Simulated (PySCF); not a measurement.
# `C=C1[C@@H](C)[C@@H](S)[C@H]1C`, C$_{7}$H$_{12}$S

Molfile (atoms numbered from 1):
```
C7H12S
     RDKit          3D

 20 20  0  0  0  0  0  0  0  0999 V2000
   -0.7315    2.2345   -0.2311 C   0  0  0  0  0  0  0  0  0  0  0  0
   -0.2033    1.0965    0.1646 C   0  0  0  0  0  0  0  0  0  0  0  0
   -0.7456   -0.0967    0.9143 C   0  0  1  0  0  0  0  0  0  0  0  0
   -1.8399   -0.8595    0.1835 C   0  0  0  0  0  0  0  0  0  0  0  0
    0.6806   -0.7017    0.8780 C   0  0  1  0  0  0  0  0  0  0  0  0
    0.8868   -2.3537    0.1274 S   0  0  0  0  0  0  0  0  0  0  0  0
    1.1698    0.4860    0.0189 C   0  0  1  0  0  0  0  0  0  0  0  0
    1.5823    0.1714   -1.4115 C   0  0  0  0  0  0  0  0  0  0  0  0
   -1.7591    2.4856   -0.0279 H   0  0  0  0  0  0  0  0  0  0  0  0
   -0.1543    2.9642   -0.7736 H   0  0  0  0  0  0  0  0  0  0  0  0
   -1.0802    0.1341    1.9304 H   0  0  0  0  0  0  0  0  0  0  0  0
   -2.0963   -1.7724    0.7175 H   0  0  0  0  0  0  0  0  0  0  0  0
   -1.5143   -1.1240   -0.8192 H   0  0  0  0  0  0  0  0  0  0  0  0
   -2.7297   -0.2394    0.1064 H   0  0  0  0  0  0  0  0  0  0  0  0
    1.1570   -0.7463    1.8577 H   0  0  0  0  0  0  0  0  0  0  0  0
    0.3553   -3.0146    1.1536 H   0  0  0  0  0  0  0  0  0  0  0  0
    1.9629    1.0617    0.5049 H   0  0  0  0  0  0  0  0  0  0  0  0
    2.4844   -0.4370   -1.4184 H   0  0  0  0  0  0  0  0  0  0  0  0
    1.7759    1.0949   -1.9520 H   0  0  0  0  0  0  0  0  0  0  0  0
    0.7942   -0.3730   -1.9265 H   0  0  0  0  0  0  0  0  0  0  0  0
  1  2  2  0
  2  3  1  0
  3  4  1  0
  3  5  1  0
  5  6  1  0
  5  7  1  0
  7  8  1  0
  7  2  1  0
  1  9  1  0
  1 10  1  0
  3 11  1  1
  4 12  1  0
  4 13  1  0
  4 14  1  0
  5 15  1  1
  6 16  1  0
  7 17  1  1
  8 18  1  0
  8 19  1  0
  8 20  1  0
M  END
```

Computed, not measured: PySCF, TDDFT wB97X-D/def2-SVPD circular dichroism and optical rotation, one conformer, gas phase. Geometry: GFN2-xTB.

The molecule is flexible and this is one conformer; a measurement averages over conformers.

**Question.** Draw the ECD and absorption spectra from the lowest 16 states, each a Gaussian of half-width 0.35 eV at 1/e height.

**Answer.** 
```
E (eV)  λ (nm)  Δε (L mol⁻¹ cm⁻¹)  ε (L mol⁻¹ cm⁻¹)
  5.23     237              -0.34              12.3
  5.38     230              -1.11              60.8
  5.53     224              -2.68               217
  5.68     218              -4.98               553
  5.83     213              -7.12               995
  5.98     207              -7.69              1290
  6.13     202              -6.05              1380
  6.28     197              -3.12              1950
  6.43     193              -0.45              4080
  6.58     188              +1.13              7850
  6.73     184              +1.83             11100
  6.88     180              +3.01             11200
  7.03     176              +6.61              8790
  7.18     173             +13.03              6810
  7.33     169             +19.52              6770
  7.48     166             +21.14              7200
  7.63     162             +15.49              6640
  7.78     159              +6.01              5730
  7.93     156              -1.21              5600
  8.08     153              -2.33              6170
  8.23     151              +2.12              6480
```
Δε uses R in velocity form, ε uses f in length form. Only the states computed contribute, so the short-wavelength end is incomplete.
